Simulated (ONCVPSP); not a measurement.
## argon: variants of one ONCV potential

Base potential:

```json
{"Element": "Ar", "Generator": "ONCVPSP 4.0.1", "Type": "optimised norm-conserving Vanderbilt (ONCV)", "Functional": "BLYP", "Relativity": "scalar-relativistic", "Frozen core": "[Ne]", "Valence charge": "8", "Reference configuration": "3s2 3p5.5 (charge +0.5)", "Partial waves": "3s: rc 1.25 bohr, ncon 4, nbas 9, qcut 4.8 1/bohr, 2 projectors, debl 2.4 Ha; 3p: rc 1.30 bohr, ncon 4, nbas 8, qcut 5.7 1/bohr, 2 projectors, debl 3.4 Ha", "Local potential": "polynomial inside 1.00 bohr (lpopt 4, dvloc0 3 Ha)", "Core correction": "none"}
```

All-electron outer shells of the reference configuration (BLYP, scalar-relativistic, ld1.x):

```tsv
shell	level (eV)	outermost node (bohr)	outermost maximum (bohr)
2s	-303.56	0.12	0.34
2p	-236.68	–	0.28
3s	-30.12	0.52	1.17
3p	-15.85	0.49	1.26
```

Cutoffs, loose and tight: the cutoffs (Ha) at which the residual kinetic energy of the hardest occupied pseudo-wave falls to 1 and 0.1 mHa per electron. They do not see the model core or the augmentation charge, which bear on the density cutoff. Test errors are all-electron minus pseudo excitation energies from the reference, over the configurations 3s2 3p6; 3s2 3p5; 3s2 3p4; 3s1 3p6. A dash means not determined; rows that change the core or the reference have their own tests.

```tsv
change	outcome	cutoff, loose	cutoff, tight	bound ghosts	GHOST(+) flags above zero	largest test error (meV)
base	generated	87 Ha	149 Ha	none	none	+8.2
all radii scaled by about 0.80 (s 1.00, p 1.04 bohr); local potential polynomial inside 0.80 bohr (lpopt 4, dvloc0 3 Ha)	generated	51 Ha	150 Ha	none	s, p	+8.3
all radii scaled by about 0.89 (s 1.12, p 1.16 bohr); local potential polynomial inside 0.90 bohr (lpopt 4, dvloc0 3 Ha)	generated	94 Ha	180 Ha	none	s	+7.9
all radii scaled by about 1.04 (s 1.30, p 1.36 bohr); local potential polynomial inside 1.04 bohr (lpopt 4, dvloc0 3 Ha)	generated	79 Ha	139 Ha	none	none	+8.3
all radii scaled by about 1.16 (s 1.46, p 1.50 bohr); local potential polynomial inside 1.16 bohr (lpopt 4, dvloc0 3 Ha)	generated	38 Ha	106 Ha	none	none	+10
all radii scaled by about 1.23 (s 1.54, p 1.60 bohr); local potential polynomial inside 1.22 bohr (lpopt 4, dvloc0 3 Ha)	generated	21 Ha	94 Ha	none	p	-11
all radii scaled by about 1.29 (s 1.62, p 1.68 bohr); local potential polynomial inside 1.30 bohr (lpopt 4, dvloc0 3 Ha)	generated	12 Ha	80 Ha	none	none	-15
```

Reading the sweep of the scale of all radii (base = 1) (base included, trends over the rows without a ghost): The loose cutoff falls from 51 Ha at 0.8 to 12 Ha at 1.29, with one reversal. A larger radius leaves more room for a smooth pseudo-wave, so fewer plane waves are needed; a smaller one forces it to follow the all-electron wave where it bends sharply. The median size of the test errors (rows with all tests solved) rises from 0.8 meV at 0.8 to 6.7 meV at 1.29. More of the atom is replaced by a form fitted at one configuration, so other configurations suffer as the radius grows.
